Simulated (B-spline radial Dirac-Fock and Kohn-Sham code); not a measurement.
Two-hole binding energies of Ca

System: the free calcium atom in the configuration [Ar] 3d2 (not the ground configuration).

Calculated with an atomic code on a B-spline grid, using relaxed Dirac-Fock hole states (ΔSCF) with Breit and QED corrections and a finite nucleus. U is the two-hole binding energy less the two single-hole energies, the effective repulsion of the holes after relaxation. Each two-hole energy is an average over J within one jj subconfiguration.

| holes | E(a) (eV) | E(b) (eV) | E(ab) (eV) | U (eV) |
| --- | --- | --- | --- | --- |
| 1s⁻² | 4040.8 | 4040.8 | 8349.3 | 267.8 |
| 1s⁻¹ 2p1/2⁻¹ | 4040.8 | 352.2 | 4455.8 | 62.8 |
| 1s⁻¹ 2p3/2⁻¹ | 4040.8 | 348.6 | 4451.4 | 62.0 |
| 1s⁻¹ 3p1/2⁻¹ | 4040.8 | 28.22 | 4083.5 | 14.5 |
| 2s⁻² | 441.2 | 441.2 | 921.8 | 39.4 |
| 2s⁻¹ 2p3/2⁻¹ | 441.2 | 348.6 | 824.5 | 34.6 |
| 2p1/2⁻¹ 2p3/2⁻¹ | 352.2 | 348.6 | 743.1 | 42.2 |
| 2s⁻¹ 3p1/2⁻¹ | 441.2 | 28.22 | ? | ? |
| 2s⁻¹ 3p3/2⁻¹ | 441.2 | 27.88 | 482.1 | 13.0 |
| 2p3/2⁻¹ 3s⁻¹ | 348.6 | 51.77 | 414.5 | 14.1 |
| 2p1/2⁻¹ 3p3/2⁻¹ | 352.2 | 27.88 | 393.4 | 13.3 |
| 2p3/2⁻¹ 3p1/2⁻¹ | 348.6 | 28.22 | 390.2 | 13.4 |
| 3p1/2⁻² | 28.22 | 28.22 | 68.16 | 11.7 |
| 3p1/2⁻¹ 3p3/2⁻¹ | 28.22 | 27.88 | 66.81 | 10.7 |

Q: Give the missing two-hole energy and U.

A: E(ab) = 482.5 eV and U = 13.1 eV.
